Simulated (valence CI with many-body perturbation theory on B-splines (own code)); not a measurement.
## Forbidden lines of Se III

Calculated by relativistic CI+MBPT: four valence electrons over a frozen Dirac-Fock core [Ar] 3d10, a basis of 11 s, 11 p, 9 d, 7 f, 5 g, 2 h, 1 i functions for each j, with the one-electron correlation potential Σ1, the two-electron term Σ2, the three-electron term Σ3, Breit, model QED; selected CI, second order for the rest, scaled by the run's own slope (own B-spline code, finite nucleus).

Against 29 measured levels this calculation errs by 223 cm⁻¹ on average and by 778 at most. These come from a selection out of Moore, Atomic Energy Levels, vol. II, NSRDS-NBS 35 (1971 reprint of NBS Circular 467, 1952), an old analysis. Levels without a partner in it may be off by more. Among the levels kept, up to 460 cm⁻¹ of a level comes from second order outside the variational space, and about a tenth of that is noise between levels of different J, which matters for small intervals.

Lines 1 to 16 of 16 in falling wavelength, among levels below 202452 cm⁻¹, chosen from the decays that carry over 1 % of a level's rate. Wavelengths and rates use the calculated energies, so an error of 200 cm⁻¹ moves a line at 1101 nm by 2.2 % and its rate by three times that or more. Electric multipoles are in the length gauge, E1 and E2 with the static RPA response of the core. S is in atomic units (e²a₀⁴ for E2 and M2, e²a₀⁶ for E3), for M1 in squared Bohr magnetons. Weak lines are less certain than strong ones. Lines between different terms over intervals too small for the method are left out, as are lines whose strength nearly cancels.

| λ vac (nm) | λ from measured levels | Upper | Lower | Type | A (s⁻¹) | S (a.u.) |
| --- | --- | --- | --- | --- | --- | --- |
| 5756 | 5744 | 4s2 4p2 3P_1 | 4s2 4p2 3P_0 | M1 | 9.31e-02 | 1.98e+00 |
| 4776 |  | 4s2 4p 4d 3F°_4 | 4s2 4p 4d 3F°_3 | M1 | 1.85e-01 | 6.72e+00 |
| 4568 | 4554 | 4s2 4p2 3P_2 | 4s2 4p2 3P_1 | M1 | 1.36e-01 | 2.41e+00 |
| 1101 | 1100 | 4s2 4p2 1D_2 | 4s2 4p2 3P_2 | M1 | 1.19e+00 | 2.93e-01 |
| 886.9 | 885.7 | 4s2 4p2 1D_2 | 4s2 4p2 3P_1 | M1 | 7.87e-01 | 1.02e-01 |
| 663.0 |  | 4s2 4p2 1S_0 | 4s2 4p2 1D_2 | E2 | 2.46e+00 | 2.81e+01 |
| 480.1 |  | 4s2 4p 4d 3F°_4 | 4s 4p3 3P°_2 | E2 | 4.40e-01 | 9.02e+00 |
| 413.8 |  | 4s2 4p2 1S_0 | 4s2 4p2 3P_2 | E2 | 4.52e-01 | 4.89e-01 |
| 379.4 |  | 4s2 4p2 1S_0 | 4s2 4p2 3P_1 | M1 | 1.63e+01 | 3.29e-02 |
| 293.7 |  | 4s2 4p 4d 3F°_4 | 4s 4p3 3D°_3 | E2 | 3.02e-01 | 5.30e-01 |
| 293.7 |  | 4s2 4p 4d 3F°_4 | 4s 4p3 3D°_3 | M1 | 1.57e-01 | 1.33e-03 |
| 170.1 |  | 4s2 4p 4d 3F°_4 | 4s 4p3 5S°_2 | E2 | 1.45e-01 | 1.66e-02 |
| 87.68 |  | 4s2 4p 4d 3F°_4 | 4s2 4p2 1D_2 | M2 | 7.26e-01 | 3.02e-03 |
| 81.21 |  | 4s2 4p 4d 3F°_4 | 4s2 4p2 3P_2 | E3 | 6.08e-02 | 4.06e+02 |
| 81.21 |  | 4s2 4p 4d 3F°_4 | 4s2 4p2 3P_2 | M2 | 6.02e-02 | 1.71e-04 |
| 79.80 |  | 4s2 4p 4d 3F°_4 | 4s2 4p2 3P_1 | E3 | 4.17e-02 | 2.46e+02 |
